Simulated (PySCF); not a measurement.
CsAs at BLYP

Level: BLYP. basis Cs def2-SVP with ECP46, As def2-SVP; scalar-relativistic core potentials; PySCF 2.14.

```json
{
 "state": "³Σ⁻ (triplet), unpaired electrons π ↑↑",
 "bond length": "0.3514 nm",
 "harmonic wavenumber": "104 cm⁻¹",
 "force constant": "0.308 mdyn/Å",
 "rotational constant Be": "0.02849 cm⁻¹",
 "anharmonicity ωexe": "0.334 cm⁻¹",
 "vibration–rotation constant αe": "0.000115 cm⁻¹",
 "well depth De to Cs + As": "1.26 eV",
 "dissociation energy D0": "1.25 eV",
 "bond order (Mayer)": "1.01",
 "dipole moment (positive dipole means Cs(−)As(+))": "-7.55 D"
}
```

Spin–orbit coupling is left out, which matters for elements this heavy, above all for dissociation energies. The state is the lowest determinant that a PBE0 search found; another state may lie lower at other levels.
